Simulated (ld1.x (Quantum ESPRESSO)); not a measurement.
## Scattering properties, ultrasoft potential for tin

| Quantity | Value |
| --- | --- |
| Element | Sn |
| Generator | ld1.x (Quantum ESPRESSO) 7.5 |
| Type | ultrasoft |
| Functional | PBEsol |
| Relativity | scalar-relativistic |
| Frozen core | [Ar] 3d10 4s2 |
| Valence charge | 20 |
| Reference configuration | 4p6 4d10 5s2 5p0 (charge +2) |
| Partial waves | 5s (bound): rcut 1.80, rcutus 1.90 bohr; 5s channel at -1.6 Ry: rcut 1.80, rcutus 1.90 bohr; 4p (bound): rcut 1.30, rcutus 1.65 bohr; 5p (bound, empty): rcut 1.30, rcutus 1.65 bohr; 4d (bound): rcut 1.25, rcutus 1.35 bohr; 4d channel at -2.6 Ry: rcut 1.25, rcutus 1.35 bohr |
| Local potential | all-electron potential smoothed inside 1.05 bohr (lloc = -1) |
| Core correction | a·sin(br)/r model core, default radius (core density twice the valence density) |
| Augmentation charge | PSQ, inside the norm-conserving radii |

The phase is arctan(r·u′/u) with u = r·R(r), unwrapped; energies in Ry, scanned from -10 to 5 Ry. A pole is an energy at which the radial function vanishes at the test radius. The pseudo phase is shifted by a multiple of π to meet the all-electron one at the reference energy, and phase errors are pseudo minus all-electron; the curves can meet again beyond the range given. Levels narrower than the energy grid can be missing from the lists of poles.

| channel | radius (bohr) | reference energy (Ry) | poles, all-electron | poles, pseudo | unbroken range about the reference energy with phases within 0.05 rad | phase error 1 Ry above the reference energy (rad) |
| --- | --- | --- | --- | --- | --- | --- |
| s | 2.05 | -1.92 | 2.02 | 1.82, 4.00 | below 2.6 | -0.000 |
| p | 2.05 | -1.31 | -7.79, 3.88 | -7.79, 3.49 | the whole range | -0.004 |
| d | 2.05 | -3.18 | -2.83 | -2.83 | the whole range | -0.000 |

Note: ghost state, extra bound levels that the all-electron valence spectrum of the same l lacks: s at -409.9 eV. A true bound ghost makes a file unfit for plane-wave use.

Phases in the d channel:

```
E (Ry)  all-electron  pseudo
-10.00         1.401   1.401
 -9.76         1.399   1.399
 -9.52         1.396   1.396
 -9.28         1.393   1.393
 -9.04         1.390   1.390
 -8.80         1.387   1.387
 -8.56         1.384   1.384
 -8.32         1.380   1.380
 -8.08         1.376   1.376
 -7.84         1.372   1.372
 -7.60         1.368   1.368
 -7.36         1.363   1.363
 -7.12         1.358   1.358
 -6.88         1.352   1.352
 -6.64         1.346   1.346
 -6.40         1.339   1.339
 -6.16         1.331   1.331
 -5.92         1.323   1.323
 -5.68         1.313   1.313
 -5.44         1.301   1.301
 -5.20         1.287   1.287
 -4.96         1.270   1.270
 -4.72         1.248   1.248
 -4.48         1.217   1.217
 -4.24         1.173   1.173
 -4.00         1.098   1.098
 -3.76         0.941   0.940
 -3.52         0.432   0.431
 -3.28        -0.910  -0.911
 -3.04        -1.423  -1.423
 -2.80        -1.584  -1.583
 -2.56        -1.662  -1.662
 -2.32        -1.712  -1.712
 -2.08        -1.749  -1.749
 -1.84        -1.780  -1.780
 -1.60        -1.808  -1.808
 -1.36        -1.835  -1.835
 -1.12        -1.862  -1.863
 -0.88        -1.891  -1.892
 -0.64        -1.923  -1.924
 -0.40        -1.960  -1.960
 -0.16        -2.002  -2.003
  0.08        -2.053  -2.055
  0.32        -2.116  -2.118
  0.56        -2.196  -2.200
  0.80        -2.302  -2.307
  1.04        -2.443  -2.451
  1.28        -2.636  -2.648
  1.52        -2.891  -2.909
  1.76        -3.197  -3.220
  2.00        -3.509  -3.533
  2.24        -3.775  -3.797
  2.48        -3.979  -3.997
  2.72        -4.128  -4.143
  2.96        -4.238  -4.251
  3.20        -4.322  -4.333
  3.44        -4.386  -4.396
  3.68        -4.437  -4.446
  3.92        -4.479  -4.487
  4.16        -4.513  -4.521
  4.40        -4.542  -4.550
  4.64        -4.567  -4.575
  4.88        -4.589  -4.597
```
